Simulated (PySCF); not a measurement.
ClH6NSi3, SMILES N1[SiH2][SiH](Cl)[SiH2]1.

Geometry: PBE0-D3(BJ)/def2-SVP. The structure was generated by enumeration, and PubChem lists no compound with its InChIKey, so it may never have been made.

Method: PBE/def2-TZVP (PySCF).

The molecule is in vacuum.

```
Property                                                                                                          Value
---------------------------------------------------------------------------------------------  ------------------------
total energy                                                                                        -1386.47834 hartree
point group                                                                                                          Cs
highest occupied level                                                                                         -6.20 eV
lowest empty level                                                                                             -1.81 eV
orbital gap                                                                                                     4.40 eV
dipole moment                                                                                                    1.95 D
quadrupole, principal values (traceless, Buckingham form, about the centre of nuclear charge)    -3.72, -1.55, 5.26 D·Å
mean static polarisability                                                                       103.1 bohr³ (15.28 Å³)
polarisability, principal values                                                               86.2, 109.9, 113.2 bohr³
```
